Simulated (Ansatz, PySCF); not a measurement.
This PySCF input computes a CCSD(T)/cc-pVDZ energy:

```python
from pyscf import gto, scf, mp, cc as ccmod

mol = gto.M(
    atom='''
    B     0.76089046    0.10061924    0.00637154
    C    -0.67712499   -0.08954219   -0.00567010
    H     1.53824431   -0.77249955   -0.35005774
    H     1.27861662    1.14499785    0.37364555
    H    -1.16512551   -1.01227838   -0.32891878
    H    -1.39343780    0.67393705    0.30749390
    ''',
    basis='cc-pvdz',
    charge=-1,
    spin=0,
    verbose=4,
)

mf = scf.RHF(mol)
mf.conv_tol = 1e-10
mf.max_cycle = 100
mf.kernel()
mp2 = mp.MP2(mf, frozen=2).run()
cc = ccmod.CCSD(mf, frozen=2)
cc.max_cycle = 100
cc.kernel()
et = cc.ccsd_t()
print(f'E(CCSD(T)) = {cc.e_tot + et:.9f}')
```

### Question
Write an input for the same energy in Ansatz (an electronic-structure program) and say what it gives.

### Answer

Ansatz 0.2 input:
```yaml
crystal:
  periodic: [false, false, false]
  atoms:
    - {symbol: B, position_ang: [0.76089046, 0.10061924, 0.00637154]}
    - {symbol: C, position_ang: [-0.67712499, -0.08954219, -0.00567010]}
    - {symbol: H, position_ang: [1.53824431, -0.77249955, -0.35005774]}
    - {symbol: H, position_ang: [1.27861662, 1.14499785, 0.37364555]}
    - {symbol: H, position_ang: [-1.16512551, -1.01227838, -0.32891878]}
    - {symbol: H, position_ang: [-1.39343780, 0.67393705, 0.30749390]}
basis:
  gaussian:
    orbitals: cc-pVDZ
total_charge: -1
magnetization: {spin_polarized: false}
correlation: {method: ccsd_t, electrons: outside_noble_gas}
```
It gives -65.11966 Eh, and PySCF -65.11966 Eh, a difference of 0.00 mEh.

It need not be the lowest isomer of its formula. Whether it binds its extra electron was not tested at this geometry.
